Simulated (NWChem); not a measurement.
The numbers come from NWChem runs, not from measurements. System: pyrimidine (C₄H₄N₂), charge 0, spin multiplicity 1, at a geometry optimised with PBE0/def2-SVP. Level: RHF/def2-SVP.

Output (cleaned and shortened):

```
             Northwest Computational Chemistry Package (NWChem) 7.3.0
             --------------------------------------------------------

                                NWChem Input Module
                                -------------------

 Scaling coordinates for geometry "geometry" by  1.889725989
 (inverse scale =  0.529177249)

 Turning off AUTOSYM since
 SYMMETRY directive was detected!

                             Geometry "geometry" -> ""
                             -------------------------

 Output coordinates in angstroms (scale by  1.889725989 to convert to a.u.)

  No.       Tag          Charge          X              Y              Z
 ---- ---------------- ---------- -------------- -------------- --------------
    1 C                    6.0000     0.00000000     0.00000000    -1.35357300
    2 C                    6.0000    -1.18267400     0.00000000    -0.61804900
    3 N                    7.0000    -1.18952500     0.00000000     0.71229300
    4 C                    6.0000     0.00000000     0.00000000     1.30726100
    5 N                    7.0000     1.18952500     0.00000000     0.71229300
    6 C                    6.0000     1.18267400     0.00000000    -0.61804900
    7 H                    1.0000     0.00000000     0.00000000    -2.44519200
    8 H                    1.0000    -2.15868600     0.00000000    -1.11834500
    9 H                    1.0000     0.00000000     0.00000000     2.40424500
   10 H                    1.0000     2.15868600     0.00000000    -1.11834500

 Effective nuclear repulsion energy (a.u.)     209.2745951834

            Nuclear Dipole moment (a.u.)
            ----------------------------
        X                 Y               Z
 ---------------- ---------------- ----------------
     0.0000000000     0.0000000000     0.0000094486

      Symmetry information
      --------------------

 Group name             C2v
 Group number             16
 Group order               4
 No. of unique centers     7

      Symmetry unique atoms

     1    2    3    4    7    8    9


 Summary of "ao basis" -> "" (spherical)
 ------------------------------------------------------------------------------
       Tag                 Description            Shells   Functions and Types
 ---------------- ------------------------------  ------  ---------------------
 *                          def2-svp                  on all atoms

 Summary of "ao basis" -> "ao basis" (spherical)
[...]
    35     -0.293545   3 N  px               63     -0.293545   5 N  px
    46      0.198386   4 C  px                4     -0.194350   1 C  px
     7     -0.168919   1 C  px

 Vector   21  Occ=2.000000D+00  E=-3.814397D-01  Symmetry=b2
              MO Center= -4.4D-17, -9.3D-18, -3.6D-01, r^2= 2.7D+00
   Bfn.  Coefficient  Atom+Function         Bfn.  Coefficient  Atom+Function
  ----- ------------  ---------------      ----- ------------  ---------------
     5      0.369498   1 C  py                8      0.308597   1 C  py
    47     -0.276660   4 C  py               50     -0.211016   4 C  py
    19      0.185988   2 C  py               75      0.185988   6 C  py
    33      0.151124   3 N  py               61      0.151124   5 N  py

 Vector   22  Occ=0.000000D+00  E= 9.972845D-02  Symmetry=a2
              MO Center= -2.6D-17,  3.2D-16, -2.1D-01, r^2= 3.3D+00
   Bfn.  Coefficient  Atom+Function         Bfn.  Coefficient  Atom+Function
  ----- ------------  ---------------      ----- ------------  ---------------
    22      0.502337   2 C  py               78     -0.502337   6 C  py
    36     -0.401067   3 N  py               64      0.401067   5 N  py
    19      0.316820   2 C  py               75     -0.316820   6 C  py
    33      0.259664   3 N  py               61     -0.259664   5 N  py

 Vector   23  Occ=0.000000D+00  E= 1.119216D-01  Symmetry=b2
              MO Center=  1.0D-15,  6.9D-17,  9.8D-02, r^2= 3.4D+00
   Bfn.  Coefficient  Atom+Function         Bfn.  Coefficient  Atom+Function
  ----- ------------  ---------------      ----- ------------  ---------------
     8      0.595681   1 C  py               50      0.545540   4 C  py
    47      0.366954   4 C  py               22     -0.348958   2 C  py
    78     -0.348958   6 C  py                5      0.298140   1 C  py
    36     -0.215477   3 N  py               64     -0.215477   5 N  py
    19     -0.179576   2 C  py               75     -0.179576   6 C  py

 Vector   24  Occ=0.000000D+00  E= 1.853611D-01  Symmetry=a1
              MO Center=  5.6D-16,  2.3D-18, -2.0D+00, r^2= 6.4D+00
   Bfn.  Coefficient  Atom+Function         Bfn.  Coefficient  Atom+Function
  ----- ------------  ---------------      ----- ------------  ---------------
    86      1.538169   7 H  s                 3     -1.134900   1 C  s
    91      1.098501   8 H  s               101      1.098501  10 H  s
    17     -0.743399   2 C  s                73     -0.743399   6 C  s
     9      0.639571   1 C  pz               21      0.426660   2 C  px
    77     -0.426660   6 C  px               96      0.255484   9 H  s

 center of mass
 --------------
 x =  -0.00000000 y =   0.00000000 z =   0.05345890

 moments of inertia (a.u.)
 ------------------
         286.321661813079           0.000000000000           0.000000000000
           0.000000000000         581.255311681598           0.000000000000
           0.000000000000           0.000000000000         294.933649868519

  Mulliken analysis of the total density
  --------------------------------------

    Atom       Charge   Shell Charges
 -----------   ------   -------------------------------------------------------
    1 C    6     6.18   1.99  0.88  0.29  2.05  0.93  0.04
    2 C    6     5.82   1.99  0.90  0.20  1.97  0.69  0.07
    3 N    7     7.36   1.99  1.01  0.55  2.33  1.45  0.03
    4 C    6     5.73   1.99  0.91  0.16  1.95  0.64  0.09
    5 N    7     7.36   1.99  1.01  0.55  2.33  1.45  0.03
    6 C    6     5.82   1.99  0.90  0.20  1.97  0.69  0.07
    7 H    1     0.93   0.75  0.16  0.03
    8 H    1     0.93   0.76  0.15  0.02
    9 H    1     0.93   0.76  0.15  0.02
   10 H    1     0.93   0.76  0.15  0.02

       Multipole analysis of the density wrt the origin
       ------------------------------------------------

     L   x y z        total         open         nuclear
     -   - - -        -----         ----         -------
     0   0 0 0     -0.000000      0.000000     42.000000

     1   1 0 0      0.000000      0.000000      0.000000
     1   0 1 0      0.000000      0.000000      0.000000
     1   0 0 1     -0.947119      0.000000      0.000009

     2   2 0 0    -27.837065      0.000000    163.961990
     2   1 1 0     -0.000000      0.000000      0.000000
     2   1 0 1     -0.000000      0.000000      0.000000
     2   0 2 0    -27.029142      0.000000      0.000000
     2   0 1 1      0.000000      0.000000      0.000000
     2   0 0 2    -23.015624      0.000000    168.533414

 Task  times  cpu:        2.3s     wall:        2.3s

 Total times  cpu:        2.3s     wall:        2.3s
```

Write an NWChem input that would produce this output.

This is not unique; one that fits is 
```
start mol
memory heap 200 mb stack 900 mb global 1100 mb
geometry units angstroms nocenter noautoz
  C      0.000000     0.000000    -1.353573
  C     -1.182674     0.000000    -0.618049
  N     -1.189525     0.000000     0.712293
  C      0.000000     0.000000     1.307261
  N      1.189525     0.000000     0.712293
  C      1.182674     0.000000    -0.618049
  H      0.000000     0.000000    -2.445192
  H     -2.158686     0.000000    -1.118345
  H      0.000000     0.000000     2.404245
  H      2.158686     0.000000    -1.118345
  symmetry group C2v
end
basis spherical
  * library def2-svp
end
scf
  rhf
  nopen 0
  maxiter 100
  thresh 1e-7
  semidirect memsize 60000000 filesize 0
end
task scf energy
```
